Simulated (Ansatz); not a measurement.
CH6O3Si, SMILES O[Si](O)(O)C. Atoms are numbered in the order given.

```xyz
11

C      0.0000     0.0000    -1.9826
Si    -0.0001     0.0000    -0.1306
O      1.0246     1.1808     0.4472
O      0.5101    -1.4780     0.4469
O     -1.5351     0.2971     0.4471
H      0.9620    -0.3688    -2.3715
H     -0.8004    -0.6486    -2.3716
H     -0.1615     1.0176    -2.3715
H      1.6885     0.8725     1.0749
H     -0.0883    -1.8985     1.0753
H     -1.5999     1.0260     1.0750
```
Charge 0, spin multiplicity 1.

Geometry: B3LYP-D3(BJ)/def2-SVP. Other conformers were not sampled.

Two levels are set side by side: PBE-D3(BJ)/def2-SVP (Ansatz, an electronic-structure program) and B3LYP-D3(BJ)/def2-SVP (Ansatz). Each level has its own optimised geometry; the coordinates shown are those of the second. Differences are taken from unrounded values.

```
quantity              B3LYP-D3(BJ)  PBE-D3(BJ)  PBE-D3(BJ) minus B3LYP-D3(BJ)
--------------------  ------------  ----------  -----------------------------
mean bond length (Å)         1.305       1.314                          0.010
bond C1–Si2 (Å)              1.852       1.858                          0.006
bond Si2–O3 (Å)              1.667       1.681                          0.014
bond Si2–O4 (Å)              1.667       1.681                          0.014
bond Si2–O5 (Å)              1.667       1.681                          0.014
bond C1–H6 (Å)               1.101       1.108                          0.007
bond C1–H7 (Å)               1.101       1.108                          0.007
bond C1–H8 (Å)               1.101       1.108                          0.007
bond O3–H9 (Å)               0.964       0.973                          0.009
bond O4–H10 (Å)              0.964       0.973                          0.009
bond O5–H11 (Å)              0.964       0.973                          0.009
```

Exact exchange shortens and stiffens bonds; PBE has none. Differences between two approximate levels are no errors against the true value.
